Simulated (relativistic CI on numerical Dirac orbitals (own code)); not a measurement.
Radial parameters of Au LVI

These numbers are calculated, not measured: Dirac-Coulomb-Breit CI, orbitals from a KLI potential per configuration, model QED, unscaled Slater integrals (own radial code, finite nucleus).

Slater integrals F^k, G^k are unscaled and averaged over j, outside the closed core [Ne]; ζ comes from projecting the Hamiltonian with its Breit term on Σ l·s of the shell.

- 3s²3p⁶3d⁶: F^2(3d,3d) = 648420, F^4(3d,3d) = 418830, ζ(3d) = 310610 cm⁻¹; <r>(3d) = 0.1575, <r^2>(3d) = 0.02876 (bohr units).
- 3s²3p⁵3d⁷: ζ(3p) = 2.3815e+06, F^2(3d,3d) = 647580, F^4(3d,3d) = 418250, F^2(3p,3d) = 561570, G^1(3p,3d) = 597510, G^3(3p,3d) = 398660, ζ(3d) = 308390 cm⁻¹; <r>(3p) = 0.1754, <r^2>(3p) = 0.03569, <r>(3d) = 0.1577, <r^2>(3d) = 0.02883 (bohr units).
- 3s²3p⁴3d⁸: F^2(3p,3p) = 555860, ζ(3p) = 2.3804e+06, F^2(3d,3d) = 646720, F^4(3d,3d) = 417670, F^2(3p,3d) = 561180, G^1(3p,3d) = 597530, G^3(3p,3d) = 398550, ζ(3d) = 306170 cm⁻¹; <r>(3p) = 0.1755, <r^2>(3p) = 0.03574, <r>(3d) = 0.1579, <r^2>(3d) = 0.0289 (bohr units).

Task: Give the Racah parameters of the d shell in 3s²3p⁶3d⁶.

Result: B = F²/49 − 5F⁴/441 = 8484 cm⁻¹ and C = 35F⁴/441 = 33240 cm⁻¹.

Averages of the first 10 configurations, taken without configuration mixing, which lowers the lowest level and can move excited configurations by several eV; other configurations of the list can lie among them:

| Configuration | Parity | States | Average energy above the lowest level (eV) |
| --- | --- | --- | --- |
| 3s²3p⁶3d⁶ | even | 210 | 165.6 |
| 3s²3p⁵3d⁷ | odd | 720 | 746.9 |
| 3s²3p⁴3d⁸ | even | 675 | 1337.2 |
| 3s3p⁶3d⁷ | even | 240 | 1301.1 |
| 3p⁶3d⁸ | even | 45 | 2448.7 |
| 3s3p⁵3d⁸ | odd | 540 | 1880.6 |
| 3s²3p⁶3d⁵4s | even | 504 | 2292.8 |
| 3s²3p⁶3d⁵4p | odd | 1512 | 2503.6 |
| 3s²3p⁴3d⁷4s | even | 3600 | 3443.0 |
| 3s²3p⁶3d⁵4d | even | 2520 | 2728.1 |
